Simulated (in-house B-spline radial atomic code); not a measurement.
Results of a calculation; reference values are marked as such.
**As in an electron gas of r_s = 2.07: phase shifts, screening, friction and resistivity**

A nucleus sits in a uniform electron gas with a rigid positive background. The Kohn-Sham equations are solved self-consistently in the spin-unpolarised LDA (PW92), non-relativistic, on B-splines with outgoing waves at the boundary and partial waves to l = 8. The model has no lattice, no bands and no magnetic solution. Atomic units; δ_l are the phase shifts at the Fermi level, counted so that each bound state adds π, and good to about 0.0005.

The density parameter is r_s = 2.07 bohr, near that of the valence electrons of Al (3 per atom, density 2.7 g/cm³, mass 26.98 u, which gives r_s = 2.07).

| l | δ_l (rad) |
| --- | --- |
| 0 | 10.4051 |
| 1 | 7.7414 |
| 2 | 3.5190 |
| 3 | 0.0686 |
| 4 | 0.0117 |
| 5 | 0.0023 |
| 6 | 0.0005 |
| 7 | 0.0003 |
| 8 | 0.0002 |

Bound levels below the band bottom (hartree): p -47.04, s -6.274, p -4.395, d -1.09, s -0.1764 and deeper ones.

Question: Check the Friedel sum rule, and say where the screening charge sits.

Answer: k_F = (9π/4)^(1/3)/r_s = 0.92713. The rule is Z = (2/π) Σ (2l + 1) δ_l. The terms are s 6.624, p 14.785, d 11.201, f 0.306 and 0.092 beyond, in all 33.008 against Z = 33. Bound states hold 8 s, 12 p, 10 d electrons, so the scattering states carry 3.01 in all; where a term is smaller than its bound count, the bound level has drawn weight out of the band.

Question: Find the transport cross section and the electronic stopping of a 2 keV As ion (mass 74.92 u).

Answer: σ_tr = (4π/k_F²) Σ (l + 1) sin²(δ_l − δ_(l+1)). The terms for l = 0 to 3 are 0.2115, 1.5570, 0.2771, 0.0129, all together 2.0591, so σ_tr = 14.619 × 2.0591 = 30.102 bohr². With n = 3/(4π r_s³) = 0.02692, the friction coefficient is Q = n k_F σ_tr = 0.7512. For v well below v_F = 0.927, dE/dx = Q v; with 24801 eV per u at v = 1, v = √(2000/(24801 × 74.92)) = 0.0328, so dE/dx = 0.02464 hartree/bohr = 12.7 eV/nm. The largest term couples the p and d waves.

Question: What residual resistivity would 1 atomic per cent of such centres give in Al?

Answer: Δρ = k_F n_i σ_tr/n in atomic units of 21.74 μΩ·cm. With one host atom per 3 electrons, n_i/n = 0.01/3, so Δρ = 0.9271 × 0.00333 × 30.102 × 21.74 = 2.02 μΩ·cm. This is an atom added to the gas, as on an interstitial site.

Question: On a substitutional site the background of one host ion, a sphere holding 3 charges, is taken out. The phase shifts for l = 0 to 4 become 10.1217, 7.1734, 3.1330, -0.0170, -0.0052. What follows?

Answer: The Friedel sum is now 30.00, for Z − 3 = 30. The sum in σ_tr is 1.2626, so σ_tr = 18.46 bohr² and Δρ = 1.24 μΩ·cm per atomic per cent, 0.61 times the value above. A real host ion scatters too, so this model doesn't give zero even for the host's own atom.
